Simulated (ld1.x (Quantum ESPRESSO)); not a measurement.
## Reading a pseudo-wave (boron)

Columns: radius, all-electron u(r) and pseudo u(r) of the 2s shell (level -14.06 eV) of boron in the configuration [He] 2s2 2p0.5; LDA (PZ), scalar-relativistic, RRKJ scheme, ld1.x (Quantum ESPRESSO) 7.5.

```csv
r (bohr),all-electron,pseudo
0.173,0.3229,-0.0720
0.345,0.1733,-0.1538
0.518,-0.0831,-0.2564
0.690,-0.3213,-0.3820
0.862,-0.5070,-0.5181
1.035,-0.6358,-0.6363
1.208,-0.7129,-0.7129
1.380,-0.7480,-0.7480
1.553,-0.7514,-0.7514
1.725,-0.7320,-0.7320
1.898,-0.6970,-0.6970
2.070,-0.6524,-0.6524
2.242,-0.6024,-0.6024
2.415,-0.5499,-0.5499
2.588,-0.4973,-0.4973
2.760,-0.4467,-0.4467
2.932,-0.3987,-0.3987
3.105,-0.3536,-0.3536
3.278,-0.3122,-0.3122
3.450,-0.2746,-0.2746
3.623,-0.2405,-0.2405
3.795,-0.2102,-0.2102
3.968,-0.1829,-0.1829
4.140,-0.1590,-0.1590
4.312,-0.1379,-0.1379
4.485,-0.1192,-0.1192
```

Problem. How many radial nodes do the two functions have?

Solution. The all-electron 2s function has n − l − 1 = 1; the pseudo-wave has 0, since the states of the same l below it are removed with the core.

Problem. At about which radius was the pseudo-wave matched?

Solution. 1.25 bohr. The columns agree to 0.0005 from 1.03 bohr on; several derivatives are matched, so the curves merge somewhat inside the radius.

Problem. Where does each function peak?

Solution. Outermost all-electron maximum near 1.55 bohr, pseudo maximum near 1.55 bohr (to the table’s step).

Problem. Is the pseudo-wave norm-conserving?

Solution. Yes: the RRKJ scheme keeps the norm inside the radius equal to the all-electron one, which fixes the energy derivative of the logarithmic derivative at the level.
